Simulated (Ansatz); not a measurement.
Program: Ansatz 0.2.0.

Basis-set series for CH6OSiSn, SMILES `[SnH3][SiH]1CO1`. Charge 0, multiplicity 1. Sn: def2 effective core potential. All single points use the PBE0-D4/def2-TZVP geometry.

Z-matrix (Å, degrees):
```
Sn
Si 1 2.553
H 1 1.706 2 110.9
H 1 1.707 2 110.2 3 120.0
H 1 1.704 2 109.0 3 -120.3
C 2 1.815 1 121.9 3 131.4
O 2 1.675 1 116.0 3 74.8
H 2 1.486 1 117.1 3 -66.0
H 6 1.088 2 121.9 1 2.1
H 6 1.088 2 121.1 1 161.0
```

```csv
functional,basis,functions,energy (Eh),HOMO (eV),LUMO (eV)
PBE0-D4,def2-SVP,102,-620.25568,-7.45,-0.77
PBE0-D4,def2-QZVPP,446,-620.52889,-7.52,-1.08
ωB97M-V,def2-SVP,102,-620.36679,-9.57,1.08
ωB97M-V,def2-QZVPP,446,-620.64604,-9.66,0.57
```

(1) Give the rows for def2-TZVPP. (An estimate is asked.)

Answers

(1) The calculation gave: 
| functional | basis | functions | energy (Eh) | HOMO (eV) | LUMO (eV) |
| --- | --- | --- | --- | --- | --- |
| PBE0-D4 | def2-TZVPP | 238 | -620.51017 | -7.50 | -1.01 |
| ωB97M-V | def2-TZVPP | 238 | -620.62811 | -9.64 | 0.72 |

Positive LUMOs are unbound and depend on the basis.
